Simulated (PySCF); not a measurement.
# Electron correlation in Cu (copper, neutral)

[Ar] 3d10 4p1, 2P determinant (an excited configuration). Calculation: PySCF 2.14, in def2-TZVPPD; the non-relativistic Hamiltonian (point nucleus). Frozen: [Ar]; 11 electrons correlated.

MP2 pair energies summed by pair of shells (mhartree):

| pair | energy | share (%) |
| --- | --- | --- |
| 3d-3d | -453.01 | 98.2 |
| 3d-4p | -8.25 | 1.8 |

Total MP2 correlation energy: -461.27 mhartree.

Same-spin part -171.02 and opposite-spin part -290.25 mhartree; SCS-MP2 scales them by 1/3 and 6/5 to -405.30 mhartree.
